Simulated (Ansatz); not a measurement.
Mulliken charges of C3H5BrO, SMILES `CC1(Br)CO1` from r2SCAN/def2-TZVPP in Ansatz (PBE0-D4/def2-TZVP geometry).

```csv
atom,x (Å),y (Å),z (Å),charge (e)
C1,0.503,-0.521,1.047,-0.113
C2,0.301,0.117,-0.288,0.243
Br3,1.704,-0.355,-1.551,-0.145
C4,-0.993,0.474,-0.849,0.028
O5,-0.083,1.446,-0.320,-0.313
H6,1.442,-0.182,1.488,0.066
H7,0.536,-1.607,0.953,0.062
H8,-0.320,-0.239,1.707,0.052
H9,-1.893,0.319,-0.259,0.050
H10,-1.115,0.497,-1.927,0.070
```

Q: By hand: the dipole of these point charges (1 e Å = 4.8032 D).

A: Σ q r = (-0.294, -0.374, 0.211) e Å, of length 0.520 e Å = 2.50 D.

Q: How does the dipole of the full density compare? (Best estimate.)

A: Computed: (-0.386, -0.236, 0.241) e Å, 2.46 D; the point charges give 1.02 times that, at 19° from its direction.

Point charges leave out the atoms' own dipoles, such as those of lone pairs, and Mulliken's split depends on the basis, so the two needn't agree.
